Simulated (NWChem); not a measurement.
System meant: TaOClF2; SMILES [O]=[Ta]([F])([F])[Cl]

NWChem input:

```
start job
memory heap 200 mb stack 900 mb global 1100 mb
geometry units angstroms noautoz
  Ta    -0.014662    -0.119516     0.000000
  O      1.604061    -0.652938     0.000000
  F     -0.803946    -0.803864     1.551987
  F     -0.803946    -0.803864    -1.551987
  Cl     0.027914     2.181143     0.000000
end
basis spherical
  Ta library def2-svp
  O library def2-svp
  F library def2-svp
  Cl library def2-svp
end
dft
  xc pbe0
  iterations 150
  mulliken
end
task dft energy
```

End of the output:

```
          Convergence Information
          -----------------------
          Convergence aids based upon iterative change in
          total energy or number of iterations.
          Levelshifting, if invoked, occurs when the
          HOMO/LUMO gap drops below (HL_TOL):  1.00D-02
          DIIS, if invoked, will attempt to extrapolate
          using up to (NFOCK): 10 stored Fock matrices.

                    Damping( 0%)  Levelshifting(0.5)       DIIS
                  --------------- ------------------- ---------------
          dE  on:    start            ASAP                start
          dE off:    2 iters        150 iters           150 iters

      Screening Tolerance Information
      -------------------------------
          Density screening/tol_rho:  1.00D-10
          AO Gaussian exp screening on grid/accAOfunc:  14
          CD Gaussian exp screening on grid/accCDfunc:  20
          XC Gaussian exp screening on grid/accXCfunc:  20
          Schwarz screening/accCoul:  1.00D-08

      Superposition of Atomic Density Guess
      -------------------------------------

      charge =      73.0 Ta (Tantalum)

      symmetry species            s     p     d     f
      number of basis functions = 7     6     5     1
      number of cont. functions = 6     3     2     1
      number of closed shells   = 6     4     2     1
      number of open shells     = 0     0     1     0
      open shell occupation     = 0     0     3     0
 ------------------------------------------------------------------------
 atomscf:atomd: error in atom scf                   0
 ------------------------------------------------------------------------
 ------------------------------------------------------------------------
  current input line :
    21: task dft energy
 ------------------------------------------------------------------------
 ------------------------------------------------------------------------
 This error has not yet been assigned to a category
 ------------------------------------------------------------------------
 For more information see the NWChem manual at https://nwchemgit.github.io

0:atomscf:atomd: error in atom scf:Received an Error in Communication
```

Question: Can this run be used? If not, why, and what is the fix?

Answer: The program stopped with an error. Cause: the def2 basis of a heavy element holds valence functions alone and wants its effective core potential (without it all electrons must fit into that basis). This input runs:
```
start job
memory heap 200 mb stack 900 mb global 1100 mb
geometry units angstroms noautoz
  Ta    -0.014662    -0.119516     0.000000
  O      1.604061    -0.652938     0.000000
  F     -0.803946    -0.803864     1.551987
  F     -0.803946    -0.803864    -1.551987
  Cl     0.027914     2.181143     0.000000
end
basis spherical
  * library def2-svp
end
ecp
  Ta library def2-ecp
end
dft
  xc pbe0
  iterations 150
  mulliken
end
task dft energy
```
It converges to -791.61250 Ha (PBE0/def2-SVP with def2 effective core potentials on Ta).
